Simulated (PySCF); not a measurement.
Positional isomers: propene cyano+boryl. Gas-phase values, no solvent. One relaxed conformer stands for each flexible species; it need not be the lowest. Strings in code marks are SMILES.

Level of theory: PySCF with PBE-D3(BJ)/def2-TZVP // CAM-B3LYP-D3(BJ)/def2-TZVP. All candidates: neutral, multiplicity 1. Excitations are Tamm–Dancoff values on a coarser integration grid. The basis has no diffuse functions, so Rydberg states are missing or too high.

```
Item                  Result
-------------------  -------
S1 excitation (TDA)  4.29 eV
T1 excitation (TDA)  3.12 eV
HOMO–LUMO gap        3.69 eV
```

Q: Which member has these values?
A) `BC(=C)CC#N`
B) `BC/C=C/C#N`
C) `BC/C=C\C#N`
D) `B/C=C(/C)C#N`

A: D, `B/C=C(/C)C#N`. The others give `BC/C=C/C#N`: 3.88 eV, 3.71 eV, 3.82 eV; `BC(=C)CC#N`: 4.58 eV, 3.55 eV, 4.22 eV; `BC/C=C\C#N`: 4.00 eV, 3.76 eV, 3.94 eV
